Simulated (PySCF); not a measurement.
Computed shifts of a molecule CH4ClFOSi, PBE/pcSseg-1 run with PySCF, GIAO, gas phase, atoms alike by connectivity averaged where their shifts nearly agree, in ppm (number of nuclei): ¹³C: 0.5 (1). ²⁹Si: -6.3 (1). ¹⁹F: -138.5 (1). ¹H: 2.80 (1), 0.74 (3). References: ¹³C against TMS (σ = 182.0 ppm); ²⁹Si against TMS (σ = 335.4 ppm); ¹⁷O against H2O (σ = 334.3 ppm); ¹⁹F against CFCl3 (σ = 133.6 ppm); ³⁵Cl against HCl (σ = 936.5 ppm); ¹H against TMS (σ = 31.49 ppm), references at their B3LYP-D3(BJ)/def2-TZVP geometries, non-relativistic (without spin–orbit terms, shifts of atoms bonded to Cl or Br come out too high). The structure is a stationary point at B3LYP-D3(BJ)/def2-SVP. One conformer was computed; it need not be the lowest.

Question: Which structure fits?
A. C[Si](O)(F)Cl
B. CO[Si@H](F)Cl
C. O[Si@@H](Cl)CF
D. OC[Si@@H](F)Cl

Answer: A, C[Si](O)(F)Cl
